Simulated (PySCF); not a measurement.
## Electron correlation in C- (carbon, charge -1)

[He] 2s2 2p3, high-spin 4S determinant. All numbers are calculated (PySCF 2.14, the non-relativistic Hamiltonian (point nucleus), in dyall-av3z). Frozen: 1s2; 5 electrons correlated; the 14 highest virtual orbitals of each spin left out.

```json
{"level": "CCSD", "correlation energy (mhartree)": "-114.98"}
{"level": "(T)", "correlation energy (mhartree)": "-4.92"}
{"level": "CCSD(T)", "correlation energy (mhartree)": "-119.90"}
```

Diagnostics: T1 = 0.023, D1 = 0.0404, largest double amplitude 0.035.

Problem. Is a single reference adequate?

Solution. Yes: T1 lies below 0.03 and no double amplitude reaches 0.07.
